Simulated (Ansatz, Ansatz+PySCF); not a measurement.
```xyz
2

Be   -0.0215   -0.0362   -0.9193
O    -0.0345    0.0010    0.4823
```

RHF-MP2 on singlet BeO was run in several spherical basis sets with Ansatz (development build ahead of 0.2.0). Frozen core: 1 orbital. Caution for RHF-MP2: an unrestricted determinant lies well below; in another basis set an unrestricted determinant lies well below.

(1) Rank the basis sets by the total energy that they give, lowest first, with the distance from the lowest.
A. cc-pVDZ
B. cc-pVTZ
C. def2-SVP
D. 6-31G
E. 6-31G(d)
F. aug-cc-pVDZ

Answers

(1) B (0.00 eV), F (1.87 eV), A (2.54 eV), E (2.81 eV), D (5.00 eV), C (5.11 eV).

Totals follow the description of the cores as much as that of the bonds, so this order isn't one of quality for chemistry.
